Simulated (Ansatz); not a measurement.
Geometry optimisation, RKS PBE0-D4/STO-3G (Ansatz 0.2.0).

Input file:

```yaml
crystal:
  periodic: [false, false, false]
  atoms:
    - { symbol: Si, position_ang: [0.0, 0.0, 0.0] }
    - { symbol: Si, position_ang: [0.0, 0.0, 2.22] }
    - { symbol: H, position_ang: [-1.3148, -0.4067, 2.7074] }
    - { symbol: H, position_ang: [1.0096, -0.9353, 2.7074] }
    - { symbol: H, position_ang: [0.3052, 1.342, 2.7074] }
    - { symbol: H, position_ang: [1.3768, 0.0, -0.4862] }
    - { symbol: Si, position_ang: [-1.0456, 1.8115, -0.7393] }
    - { symbol: H, position_ang: [-2.4302, 1.478, -1.0607] }
    - { symbol: H, position_ang: [-1.0215, 2.8436, 0.2931] }
    - { symbol: H, position_ang: [-0.3743, 2.3069, -1.9374] }
    - { symbol: Si, position_ang: [-1.0456, -1.8115, -0.7393] }
    - { symbol: H, position_ang: [-1.7029, -2.4846, 0.3772] }
    - { symbol: H, position_ang: [-2.0454, -1.4265, -1.7311] }
    - { symbol: H, position_ang: [-0.0777, -2.7173, -1.3511] }
basis:
  gaussian: { orbitals: STO-3G }
hamiltonian:
  xc: pbe0
  dispersion: d4
relax:
  f_tol: 0.02
  max_steps: 40
output:
  orbitals: {}
```

Command:

```bash
$ ansatz run input.yaml --threads 1 --pin off --max-ram 2048MiB --backend cpu --events-out ev --progress --plain --runs-dir out
```

Q: Where does it end, and by what steps?

A: It converged. The force dipped under the threshold on the way, but the program's further checks kept it going. Limits of this set-up: minimal basis. After 21 steps the energy has fallen by 0.172 eV; H13 moved furthest, 1.29 Å.

```tsv
step	energy less start (eV)	largest force component (eV/Å)	accepted
0	0.0000	0.514	yes
1	-0.0563	0.441	yes
2	-0.1146	0.124	yes
3	-0.1279	0.018	yes
4	-0.1297	0.303	yes
5	-0.1368	0.087	yes
6	-0.1447	0.012	yes
7	-0.1478	0.228	yes
8	-0.1529	0.131	yes
9	-0.1601	0.010	yes
10	-0.1597	0.316	no
11	-0.1632	0.062	yes
12	-0.1652	0.124	yes
13	-0.1663	0.148	yes
14	-0.1676	0.153	yes
15	-0.1693	0.108	yes
16	-0.1702	0.044	yes
17	-0.1710	0.025	yes
18	-0.1713	0.021	yes
19	-0.1715	0.029	yes
20	-0.1716	0.023	yes
21	-0.1716	0.009	yes
```

```xyz
14
Properties=species:S:1:pos:R:3
Si -0.057 0.058 0.009
Si 0.067 -0.054 2.246
H -1.245 -0.188 2.832
H 0.852 -1.188 2.672
H 0.673 1.134 2.799
H 1.291 0.201 -0.496
Si -1.224 1.856 -0.653
H -2.593 1.780 -0.205
H -0.659 3.074 -0.124
H -1.242 1.968 -2.092
Si -0.907 -1.830 -0.855
H -2.256 -2.051 -0.392
H -0.945 -1.777 -2.297
H -0.122 -2.981 -0.477
```

Whether the end is a true minimum wasn't checked by a vibrational analysis.

The run took 65 s on 1 thread of Arm Neoverse V1, with other jobs on the host, peak memory 0.13 GiB.
